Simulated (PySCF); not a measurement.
Excitations are Tamm–Dancoff values on a coarser integration grid. The basis has no diffuse functions, so Rydberg states are missing or too high.

Cartesian coordinates (Å):
```xyz
14

C      0.3163    -1.1209    -0.1176
C     -0.9797    -0.4232    -0.5294
C     -0.9814     0.8359     0.2930
O      0.4790     1.2028     0.2968
C      1.3238    -0.0021    -0.0547
H      0.6249    -1.8778    -0.8385
H      0.2077    -1.6025     0.8563
H     -1.8616    -1.0259    -0.3123
H     -0.9824    -0.1868    -1.5952
H     -1.2690     0.6772     1.3324
H     -1.4935     1.6928    -0.1376
H      0.7635     1.6589     1.1030
H      2.0862    -0.0873     0.7169
H      1.7663     0.2591    -1.0133
```
Charge +1, spin multiplicity 1.

Q: What is the computed S1 oscillator strength, T1 excitation (TDA), S1 excitation (TDA), HOMO and brightest of the four lowest singlets (TDA) (PBE0-D4/def2-TZVP run with PySCF)?

A: 
```json
{
  "S1 oscillator strength": "0.004",
  "T1 excitation (TDA)": "8.00 eV",
  "S1 excitation (TDA)": "8.45 eV",
  "HOMO": "-14.71 eV",
  "brightest of the four lowest singlets (TDA)": "9.28 eV"
}
```
